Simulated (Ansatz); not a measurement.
```yaml
crystal:
  periodic: [false, false, false]
  atoms:
    - {symbol: Al, position_ang: [0.787337, -1.148419, -2.226012]}
    - {symbol: O, position_ang: [0.783877, -1.112375, -0.369359]}
    - {symbol: P, position_ang: [0.019507, -0.019794, 0.447218]}
    - {symbol: C, position_ang: [0.667783, 1.637014, 0.109703]}
    - {symbol: C, position_ang: [0.249181, -0.394276, 2.204283]}
    - {symbol: C, position_ang: [-1.752366, -0.024262, 0.072755]}
    - {symbol: H, position_ang: [0.140406, 2.408441, 0.703891]}
    - {symbol: H, position_ang: [0.512913, 1.800564, -0.975863]}
    - {symbol: H, position_ang: [1.751377, 1.655342, 0.336832]}
    - {symbol: H, position_ang: [1.332609, -0.387284, 2.432978]}
    - {symbol: H, position_ang: [-0.271555, 0.348799, 2.839298]}
    - {symbol: H, position_ang: [-0.150373, -1.406449, 2.409365]}
    - {symbol: H, position_ang: [-1.829049, 0.203414, -1.009583]}
    - {symbol: H, position_ang: [-2.161360, -1.034484, 0.268548]}
    - {symbol: H, position_ang: [-2.295756, 0.730741, 0.673575]}
    - {symbol: F, position_ang: [2.385533, -0.992332, -2.725482]}
    - {symbol: F, position_ang: [-0.141122, 0.278318, -2.497937]}
    - {symbol: F, position_ang: [-0.028913, -2.542938, -2.694220]}
basis:
  gaussian: {orbitals: def2-TZVPD}
total_charge: -1
magnetization: {spin_polarized: true, initial_magnetization: 1}
hamiltonian: {xc: pbe0, dispersion: d4}
scf: {omitted_lower_state_checks: [starts]}
output: {orbitals: {seedname: orbitals}}
```

```sh
$ ansatz run in.yaml --threads 4 --pin off --events-out ev --progress --plain --max-ram 4787MiB
```

Task: Does this run fit into the memory that it is given?

Result: No. It has 438 basis functions, and Ansatz plans for 6 GiB where 5 GiB are given.
